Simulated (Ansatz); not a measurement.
SeF₄, SMILES [Se](F)(F)(F)F.

Geometry optimised at PBE0-D3(BJ)/def2-SVP. The geometry has at least one imaginary mode, so it is a saddle point at that level. The isomer is the one that the SMILES or the coordinates give; other isomers of the formula were not compared.

Two levels are set side by side: PBE/def2-SVPD (Ansatz, a quantum-chemistry and plane-wave program) and CAM-B3LYP/def2-SVPD (Ansatz). Energy differences of separate SCF runs at the same geometry; the states with an electron removed or added have multiplicity 2 and 2. Differences are taken from unrounded values.

| quantity | CAM-B3LYP |
|---|---|
| vertical ionisation energy (eV) | 13.85 |
| vertical electron affinity (eV) | 0.60 |
| vertical singlet–triplet gap (eV) | 6.10 |

Task: What does PBE give, and how far is it from CAM-B3LYP? (The exact figures need the calculation; the answer reports its results.)

Result: 
```
quantity                             PBE  PBE minus CAM-B3LYP
---------------------------------  -----  -------------------
vertical ionisation energy (eV)    13.06                -0.79
vertical electron affinity (eV)     0.38                -0.22
vertical singlet–triplet gap (eV)   5.72                -0.38
```
